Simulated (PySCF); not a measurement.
# Be (beryllium, neutral) across methods

[He] 2s1 3d1, high-spin 3D determinant (an excited configuration). All numbers are calculated (PySCF 2.14, scalar relativity by spin-free X2C-1e, in aug-cc-pVQZ-DK).

```
method  E (hartree)  mean ε 1s β (eV)  mean ε 2s α (eV)  mean ε 3d α (eV)  Σ⟨r²⟩ (bohr²)   ⟨S²⟩
  PBE0     -14.3500           -117.66           -10.257             0.098          37.84  2.000
   PBE     -14.3483           -111.94            -9.271             0.362          37.77  2.000
  BLYP     -14.3757           -112.30            -9.053             0.535          37.87  2.000
   LDA     -14.1601           -110.67            -9.189             0.536          37.73  2.000
   UHF    -14.29551           -134.00           -12.841            -0.439          38.19  2.000
   M06     -14.3781           -117.95            -9.852             0.239          38.22  2.000
  BP86     -14.3773           -112.23            -9.297             0.286          37.76  2.000
 HSE06     -14.3534           -117.25            -9.860             0.404          37.89  2.000
```

(1) Estimate the same row for r2SCAN.

The outer electron is Rydberg-like, and this basis confines it to a smaller radius and binds it less than a complete one would.

The highest occupied level is positive at PBE0, r2SCAN, PBE, BLYP, LDA, M06, BP86, HSE06: only the finite basis holds that electron, which in a density functional comes from self-interaction.

Results:

(1) E (hartree) = -14.3664; mean ε 1s β (eV) = -114.44; mean ε 2s α (eV) = -9.459; mean ε 3d α (eV) = 0.490; Σ⟨r²⟩ (bohr²) = 37.90; ⟨S²⟩ = 2.000.
